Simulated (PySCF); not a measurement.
C₃H, charge +1, multiplicity 1. Atoms are numbered in the order given.

```xyz
4

H      0.0000     0.0000    -2.2248
C      0.0000     0.0000    -1.1417
C      0.0000     0.0000     0.0866
C      0.0000     0.0000     1.4259
```
Charge +1, spin multiplicity 1.

Geometry optimised at PBE0-D3(BJ)/def2-TZVP.

Computed with PBE0-D3(BJ)/def2-TZVP run with PySCF.

Harmonic, unscaled wavenumbers; measured fundamentals usually lie a few per cent lower.

Modes within 1.5 cm⁻¹ of each other (mostly degenerate sets) share a row, with their intensities summed.

```csv
mode,ν (cm⁻¹),IR (km/mol),Raman (Å⁴/amu),depolarisation,moving atoms (share of kinetic energy)
1–2,147,4.1,3.1,0.75,"C 87 %, H 13 %"
3–4,846,31.9,1.1,0.75,"H 73 %, C 27 %"
5,1212,77.1,55.6,0.26,C 96 %
6,2194,947.9,17.1,0.13,"C 91 %, H 9 %"
7,3315,101.9,44.1,0.18,"H 85 %, C 15 %"
```
